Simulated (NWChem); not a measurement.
Species: CH7NOSi; SMILES CO[SiH2]N

```xyz
11

Si    -0.4651    -0.5296     0.0000
N      0.4308    -1.9902     0.0000
O      0.5211     0.8187     0.0000
C      0.0506     2.1339     0.0000
H     -1.3123    -0.5014    -1.2319
H     -1.3123    -0.5014     1.2319
H      0.9311    -2.2751     0.8345
H      0.9311    -2.2751    -0.8345
H     -0.5619     2.3615    -0.8936
H     -0.5619     2.3615     0.8936
H      0.9095     2.8233     0.0000
```
Atoms are numbered in this order, from 1.

Computed with NWChem. The geometry was optimised at PBE0/def2-SVP.

For level PBE/cc-pVDZ:

```
Property                     Value
---------------------------  -----
highest occupied level (eV)  -6.00
orbital gap (eV)              6.53
```

Question: What are these values for level PBE/cc-pVTZ?

Answer: The highest occupied level (eV) is -6.27 and the orbital gap (eV) comes out as 6.29.
